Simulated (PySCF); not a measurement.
CH5MoNO2, SMILES [CH3][Mo](=[O])(=[O])[NH2], multiplicity 1. The structure is a stationary point at B3LYP-D3(BJ)/def2-SVP. The multiplicity is an assumed one; no other spin state was optimised. The structure was generated by enumeration; whether it is a known compound was not checked. The def2 effective core potentials stand for the cores of Mo; spin–orbit coupling is left out. One conformer was computed; it need not be the lowest.

Give the equilibrium geometry at B3LYP-D3(BJ)/def2-SVP (PySCF confirms it by a frequency run) as bond lengths and angles, and its point group. (The exact figures need the calculation; the answer reports its results.)

Several could match; the one computed here: point group Cs.
Atoms: Mo1 O2 O3 N4 H5 H6 C7 H8 H9 H10. Bond lengths (Å): Mo1–O2 1.692, Mo1–O3 1.692, Mo1–N4 1.933, Mo1–C7 2.121, N4–H5 1.020, N4–H6 1.020, C7–H8 1.102, C7–H9 1.102, C7–H10 1.102. Angles (°): O2–Mo1–O3 113.5, O2–Mo1–N4 112.4, O2–Mo1–C7 105.4, O3–Mo1–N4 112.4, O3–Mo1–C7 105.4, N4–Mo1–C7 106.9, Mo1–N4–H5 123.7, Mo1–N4–H6 123.7, H5–N4–H6 110.3, Mo1–C7–H8 109.1, Mo1–C7–H9 109.8, Mo1–C7–H10 109.8, H8–C7–H9 109.1, H8–C7–H10 109.1, H9–C7–H10 109.8.
Charge 0, spin multiplicity 1.
